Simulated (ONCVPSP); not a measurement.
**Cd (Z = 48): one change to an ONCV potential, before and after**

```json
{
 "Element": "cadmium (Cd)",
 "Generator": "ONCVPSP 4.0.1",
 "Type": "optimised norm-conserving Vanderbilt (ONCV)",
 "Functional": "PBE",
 "Relativity": "scalar-relativistic",
 "Frozen core": "[Ar] 3d10",
 "Valence charge": "20",
 "Reference configuration": "4s2 4p6 4d10 5s2",
 "Partial waves": "4s+5s: rc 1.45 bohr, ncon 4, nbas 8, qcut 9.6 1/bohr, 2 projectors; 4p: rc 1.40 bohr, ncon 5, nbas 10, qcut 9.6 1/bohr, 2 projectors, debl 3.3 Ha; 4d: rc 1.60 bohr, ncon 4, nbas 9, qcut 11.8 1/bohr, 1 projector",
 "Local potential": "polynomial inside 0.90 bohr (lpopt 5, dvloc0 0 Ha)",
 "Core correction": "none"
}
```

Change: all radii scaled by about 1.19 (s 1.72, p 1.66, d 1.90 bohr); local potential polynomial inside 1.06 bohr (lpopt 5, dvloc0 0 Ha).

Cutoffs: the cutoffs (Ha) at which the residual kinetic energy of the hardest occupied pseudo-wave falls to 1 and 0.1 mHa per electron; they do not see the model core or the augmentation charge, which bear on the density cutoff. Errors are all-electron minus pseudo energies relative to the spin-unpolarised reference configuration.

Q: Predict the effect on cutoff, ghosts and configuration errors.

A: The potential gets softer (38 Ha and 46 Ha → 28 Ha and 33 Ha); of the 4 tests that both files solve, the error grows in 3 and shrinks in 0 by more than 15 % and 0.3 meV (median size 3.4 → 5.0 meV); neither file shows a bound ghost. A larger radius leaves more room for a smooth pseudo-wave, so fewer plane waves are needed. More of the atom is replaced by a form fitted at one configuration, so other configurations suffer.

```tsv
quantity	base	changed
cutoff, loose	38 Ha	28 Ha
cutoff, tight	46 Ha	33 Ha
loose cutoff by channel	s 31 Ha, p 33 Ha, d 38 Ha	s 25 Ha, p 20 Ha, d 28 Ha
bound ghosts	none	none
GHOST(+) flags under 300 eV	s at 179.1 eV	s at 205.8 eV
error for 4s2 4p6 4d10 5s1, meV [ΔE 9.27 eV]	-1.6	-1.8
error for 4s2 4p6 4d10 5s0, meV [ΔE 26.40 eV]	-5.1	-6.0
error for 4s2 4p6 4d9 5s0, meV [ΔE 64.41 eV]	-7.3	-15
error for 4s2 4p6 4d9 5s2 5p1, meV [ΔE 12.65 eV]	+0.9	+4.0
```
